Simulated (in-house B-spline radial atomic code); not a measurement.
**Two electrons outside the [Kr] 4d10 core: Sb³⁺**

Computed with an all-electron radial atomic-structure program (B-spline basis): configuration interaction (CI) of the two valence electrons in the field of the frozen Dirac-Fock core, alone and with many-body perturbation theory for the core (screened one- and two-electron correlation potentials), Breit and QED terms; no-pair Dirac Hamiltonian, finite nucleus. Labels give the configuration (outer n counted up each series) and the leading LS term, or the jj pair where no LS term holds 70 %.

Command:
```bash
python run_mb.py task.json out
```
Settings (nuclear radius in fm, box in bohr, cutoff in hartree):
```
basis_form          3
Z                   51
core_configuration  [Kr] 4d10
rms_radius          4.6802
mass_number         121
speed_of_light      137.036
box_radius          18.0
lmax                6
intervals           64
virtual_cutoff      5202.0
```

Cost of the run: 110 s on 1 thread of Intel(R) Xeon(R) 6975P-C, on a shared host.

Excitation energies (cm⁻¹):

```json
{"level": "5s2 1S0", "purity of the LS term": "1.0", "CI alone": "0", "CI + MBPT + Breit + QED": "0", "Landé g of the LS mixture": "-"}
{"level": "5s5p 3P°0", "purity of the LS term": "1.0", "CI alone": "?", "CI + MBPT + Breit + QED": "?", "Landé g of the LS mixture": "?"}
{"level": "5s5p 3P°1", "purity of the LS term": "0.985", "CI alone": "61112", "CI + MBPT + Breit + QED": "66386", "Landé g of the LS mixture": "1.49"}
{"level": "5s5p 3P°2", "purity of the LS term": "1.0", "CI alone": "66527", "CI + MBPT + Breit + QED": "72249", "Landé g of the LS mixture": "1.50"}
{"level": "5s5p 1P°1", "purity of the LS term": "0.985", "CI alone": "95701", "CI + MBPT + Breit + QED": "95988", "Landé g of the LS mixture": "1.01"}
{"level": "5p2 3P0", "purity of the LS term": "0.948", "CI alone": "146942", "CI + MBPT + Breit + QED": "151845", "Landé g of the LS mixture": "-"}
{"level": "5p2 1D2", "purity of the LS term": "0.757", "CI alone": "147193", "CI + MBPT + Breit + QED": "155608", "Landé g of the LS mixture": "1.12"}
{"level": "5p2 3P1", "purity of the LS term": "0.999", "CI alone": "150759", "CI + MBPT + Breit + QED": "156155", "Landé g of the LS mixture": "1.50"}
{"level": "5p2 3P2", "purity of the LS term": "0.754", "CI alone": "156625", "CI + MBPT + Breit + QED": "163247", "Landé g of the LS mixture": "1.38"}
{"level": "5s5d 3D1", "purity of the LS term": "1.0", "CI alone": "170809", "CI + MBPT + Breit + QED": "178955", "Landé g of the LS mixture": "0.50"}
{"level": "5s5d 3D2", "purity of the LS term": "0.999", "CI alone": "171138", "CI + MBPT + Breit + QED": "179308", "Landé g of the LS mixture": "1.17"}
{"level": "5s5d 3D3", "purity of the LS term": "1.0", "CI alone": "171650", "CI + MBPT + Breit + QED": "179867", "Landé g of the LS mixture": "1.33"}
{"level": "5p2 1S0", "purity of the LS term": "0.949", "CI alone": "?", "CI + MBPT + Breit + QED": "?", "Landé g of the LS mixture": "?"}
{"level": "5s6s 3S1", "purity of the LS term": "1.0", "CI alone": "179795", "CI + MBPT + Breit + QED": "188985", "Landé g of the LS mixture": "2.00"}
{"level": "5s5d 1D2", "purity of the LS term": "0.995", "CI alone": "188601", "CI + MBPT + Breit + QED": "193477", "Landé g of the LS mixture": "1.00"}
{"level": "5s6s 1S0", "purity of the LS term": "0.998", "CI alone": "185344", "CI + MBPT + Breit + QED": "194262", "Landé g of the LS mixture": "-"}
```

Where does 5p2 1S0 lie?

179409 cm⁻¹ in CI alone and 184119 cm⁻¹ with all corrections.

Where does 5s5p 3P°0 lie?

58877 cm⁻¹ in CI alone and 64110 cm⁻¹ with all corrections.

What is the first ionisation energy?

43.688 eV to the 5s1/2 state of the next ion (42.318 eV from CI alone). NIST lists 43.804 ± 0.025 eV (measured).

Some electric-dipole lines (reduced elements in atomic units, length form; vacuum wavelengths from the computed energies):

```tsv
upper	lower	D bare (size)	D with core polarisation (size)	λ (nm)	A (s⁻¹)
5s5p 3P°1	5s2 1S0	0.32	0.274	150.63	1.5e+07
5s5p 1P°1	5s2 1S0	2.76	2.39	104.18	3.4e+09
5p2 3P0	5s5p 3P°1	1.66	1.43	117.02	2.6e+09
5p2 1D2	5s5p 3P°1	1.13	0.969	112.08	2.7e+08
5p2 3P1	5s5p 3P°1	1.44	1.24	111.4	7.5e+08
5p2 3P2	5s5p 3P°1	1.55	1.35	103.24	6.7e+08
5s5d 3D1	5s5p 3P°1	1.61	1.48	88.834	2.1e+09
5s5d 3D2	5s5p 3P°1	2.77	2.53	88.557	3.7e+09
5s6s 3S1	5s5p 3P°1	1.08	1.12	81.566	1.6e+09
5s5d 1D2	5s5p 3P°1	0.324	0.292	78.684	7.1e+07
```

Weak lines are less accurate than strong ones.
